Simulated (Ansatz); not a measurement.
Stepwise reaction of `[OH][Sn]([Cl])([Cl])[Br]` with hydrogen, as a gas-phase model of exchange steps in deposition or etching. ΔE in kJ/mol.

Isolated molecules relaxed with PBE0-D4/def2-TZVP in Ansatz; ΔE leaves out vibrations. CCSD(T)/CBS adds triple-zeta CCSD(T) − MP2 to the extrapolated MP2 energy (def2 sets, frozen cores). This one scheme is used for every species. DFT in def2-TZVPP. B3LYP here is the variant with VWN-RPA as its local correlation; programs differ in this. def2 core potentials past Kr. For Br, Sn outer-core shells are correlated without core-valence functions, which leaves a few kJ/mol of doubt a bond. Scalar relativity is left out up to krypton. Each species was taken in one conformer, which may not be the lowest.

| step | reaction | PBE-D4 | B3LYP-D4 | ωB97M-V | CCSD(T)/CBS |
| --- | --- | --- | --- | --- | --- |
| 1 | `[OH][Sn]([Cl])([Cl])[Br]` + H₂ → `[OH][SnH]([Cl])[Br]` + HCl | 58.6 | 59.6 | 55.4 | 60.3 |
| 2 | `[OH][SnH]([Cl])[Br]` + H₂ → `[OH][SnH2][Br]` + HCl | 75.0 | 75.6 | 72.1 | 76.5 |

Q: By hand: ΔE of the 2 steps together at CCSD(T)/CBS.

A: (60.3) + (76.5) = 136.8 kJ/mol, or 68.4 kJ/mol a step.

In ΔE each step is higher than the one before. All are uphill at CCSD(T)/CBS. PBE-D4 differs from CCSD(T)/CBS by -1.7 to -1.5 kJ/mol a step. Isolated molecules leave out the surface, adducts and barriers. Largest T1 diagnostic: 0.011.
